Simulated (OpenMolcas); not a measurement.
W4+ (d2) among equal point charges was computed by CASSCF with the d shell active (OpenMolcas, ANO-RCC-VDZP on the metal). Its lowest spin-free states, and all those of the highest spin:

| 2S+1 | Degeneracy | E (cm-1) |
| --- | --- | --- |
| 3 | 2 | 0.0 |
| 3 | 1 | 3352 |
| 1 | 1 | 6365 |
| 3 | 1 | 7938 |
| 1 | 2 | 10444 |
| 1 | 1 | 11497 |
| 1 | 1 | 13425 |
| 3 | 2 | 16851 |
| 3 | 1 | 18051 |
| 1 | 1 | 19656 |
| 1 | 1 | 23013 |
| 1 | 2 | 27288 |
| 3 | 2 | 28584 |
| 3 | 1 | 48246 |

Is the site octahedral, tetrahedral or cube-like, axial, or of lower symmetry?

The states with 2S+1 = 3 have orbital degeneracies 2, 1, 1, 2, 1, 2, 1. There are pairs but no triples, so the site is axial: not cubic, but with a proper or improper axis of order three or more. The run had W4+ among 4 point charges of -1.62 e arranged as a square (D4h), 2.06 Å from the ion.

An orbital doublet at a regular site is open to a Jahn-Teller distortion, which this geometry leaves out. Without dynamic correlation the repulsion within the d shell is too large (B by tens of per cent), so at a given field states of lower spin stand too high. This is an electrostatic model: the charges have no orbitals. No measured value stands beside these numbers.
